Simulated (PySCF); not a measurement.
# How well do the runs reproduce experiment for octane?

**What was measured.**

From NIST CCCBDB Release 22 (SRD 101), experimental polarizabilities, for the gas: mean polarisability 15.239 Å³.

How close the calculation comes is told at the end.

Compound: octane, C8H18.
SMILES with atom numbers: `[CH3:1][CH2:2][CH2:3][CH2:4][CH2:5][CH2:6][CH2:7][CH3:8]` (hydrogens: H9, H10, H11 on C1; H12, H13 on C2; H14, H15 on C3; H16, H17 on C4; H18, H19 on C5; H20, H21 on C6; H22, H23 on C7; H24, H25, H26 on C8)

Geometry (PBE0-D3(BJ)/def2-SVP, Å), atoms numbered from 1 in this order:
```
atom  x, y, z in Å
C1     4.531   -0.057   -0.118
C2     3.190    0.608   -0.384
C3     1.998   -0.234    0.050
C4     0.651    0.422   -0.214
C5    -0.539   -0.420    0.221
C6    -1.886    0.236   -0.044
C7    -3.078   -0.606    0.390
C8    -4.419    0.058    0.123
H9     4.667   -0.267    0.955
H10    5.372    0.575   -0.442
H11    4.613   -1.018   -0.651
H12    3.150    1.583    0.132
H13    3.097    0.838   -1.460
H14    2.036   -1.212   -0.464
H15    2.088   -0.464    1.128
H16    0.562    0.651   -1.292
H17    0.614    1.400    0.300
H18   -0.502   -1.398   -0.293
H19   -0.450   -0.649    1.299
H20   -1.976    0.465   -1.122
H21   -1.924    1.214    0.469
H22   -3.038   -1.582   -0.125
H23   -2.985   -0.835    1.467
H24   -4.502    1.019    0.655
H25   -4.554    0.267   -0.951
H26   -5.260   -0.574    0.446
```

The PySCF runs (gas phase, on this PBE0-D3(BJ)/def2-SVP geometry; no spin–orbit coupling):

| level | job | basis functions | wall time |
| --- | --- | --- | --- |
| PBE0/def2-SVPD | 10 singlets by full TDDFT, 4 Tamm–Dancoff triplets, polarisability, ΔSCF ions | 304 | 6.7 min |
| PBE0/6-31+G* | 10 singlets by full TDDFT, 4 Tamm–Dancoff triplets, polarisability | 180 | 54 s |
| PBE0/6-31G* | 10 singlets by full TDDFT, 4 Tamm–Dancoff triplets, polarisability | 148 | 41 s |
| PBE0/def2-SVP | 10 singlets by full TDDFT, 4 Tamm–Dancoff triplets, polarisability | 202 | 62 s |

Hardware: Arm Neoverse V1, one thread, no GPU, on a shared host.

All basis functions are spherical.

**Comparison with experiment**

**Mean polarisability.** Measured: 15.239 Å³ (NIST CCCBDB Release 22 (SRD 101), experimental polarizabilities).

```
         level  computed (Å³)  computed − measured (Å³)  % (from the printed values)
PBE0/def2-SVPD         15.132                    -0.107                           -1
  PBE0/6-31+G*         14.127                    -1.112                           -7
   PBE0/6-31G*         12.988                    -2.251                          -15
 PBE0/def2-SVP         13.511                    -1.728                          -11
```

Closest is PBE0/def2-SVPD (-0.107 Å³), furthest PBE0/6-31G* (-2.251 Å³); one molecule doesn't rank methods. All 4 levels lie below the measurement. The computed values are static and purely electronic, with core orbitals frozen in the response (1 au = 0.148185 Å³). The table of measured values doesn't say here whether a value is static or optical, or holds a vibrational part. The measurement averages over conformers, the calculation has one.

No measured geometry was used, and the causes of the misses weren't examined.
